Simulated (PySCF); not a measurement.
# Vanadium: a sound run and one with changed settings

Sound run: V [Ar] 3d3 4s2, V⁺ [Ar] 3d4. All numbers are calculated (PySCF 2.14, no relativity, point nucleus, in aug-cc-pVDZ). The sound run starts from symmetry-adapted Hartree-Fock orbitals and uses a fine grid where one is needed.

Changed run: 6 angular points. This setting is unsound on purpose.

| species | method | sound run (hartree) | changed run (hartree) | converged |
| --- | --- | --- | --- | --- |
| V | UHF | -942.88984 | -942.88984 | yes |
| V | B3LYP | -943.92722 | -943.13182 | yes |
| V | LDA | -941.72763 | -941.23450 | yes |
| V⁺ | UHF | -942.67294 | -942.67294 | yes |
| V⁺ | B3LYP | -943.68735 | -944.51534 | yes |
| V⁺ | LDA | -941.49935 | -943.02466 | yes |

Ionisation energy of V:

```csv
method,sound run (eV),changed run (eV)
UHF,5.902,5.902
```

A coarse angular grid integrates products of high-l functions wrongly, so density functionals can shift, and the SCF can exploit the error; Hartree-Fock and MP2 need no grid.

For comparison, NIST gives 6.746 eV between the lowest levels.
